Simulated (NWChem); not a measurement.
A series in which one site is exchanged, each optimised at PBE0/def2-SVP with NWChem, gas phase unless a solvent is named. For some, no frequency run checked for a minimum. def2 effective core potentials on Sr, Te, Hg; no spin-orbit coupling.

A: Cl[Te]Cl (TeCl2; site = Te)
B: [Cl][Sr][Cl] (SrCl2; site = Sr)
C: [Cl][Hg][Cl] (HgCl2; site = Hg)
D: [Cl][Zn][Cl] (ZnCl$_{2}$; site = Zn)

Question: Rank them by orbital gap (eV), PBE0/def2-SVP, lowest first.

Answer: A (3.82), B (5.59), C (6.33), D (7.28)
